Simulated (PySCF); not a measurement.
Gas-phase reaction: WOF4 + 2 O ⇌ WO3 + 4 F

Energies from PySCF (xtb for GFN2), thermal terms from the rigid-rotor harmonic-oscillator model, ideal gas at 1 bar. † marks an energy on the PBE0/def2-TZVP geometry and frequencies; other levels use their own. Open shells (unrestricted): O (multiplicity 3, electronic degeneracy 9), F (multiplicity 2, electronic degeneracy 6); the rest are closed-shell singlets. GFN2 has no spin-polarisation term. Spin-orbit splitting is ignored; it lowers the true energy and changes the entropy of O, F. B3LYP is the form with VWN-RPA correlation. W: scalar-relativistic def2 core potential, no spin-orbit coupling. The harmonic model lacks anharmonicity and excited electronic states, which grow with temperature; levels with a mode under 35 cm⁻¹ are left out. Soft modes under 120 cm⁻¹ make the harmonic entropy rough for WOF4.

| level | ΔE electronic, kJ | ΔH°(298 K), kJ | ΔS°(298 K), J/K | ΔG°(600 K), kJ |
|---|---|---|---|---|
| B3LYP/def2-TZVP† | 907 | 903 | 266 | 743 |
| BLYP/def2-TZVP† | 895 | 891 | 266 | 731 |
| GFN2-xTB | 582 | 577 | 268 | 417 |
| PBE/def2-TZVP† | 910 | 905 | 266 | 746 |
| PBE0/def2-TZVP | 907 | 902 | 266 | 743 |
| ωB97M-V/def2-TZVP† | 943 | 939 | 266 | 779 |
| ωB97X-V/def2-TZVP† | 947 | 942 | 266 | 782 |
ΔH° is lowest at GFN2-xTB and highest at ωB97X-V/def2-TZVP†. No reference value is set beside these.
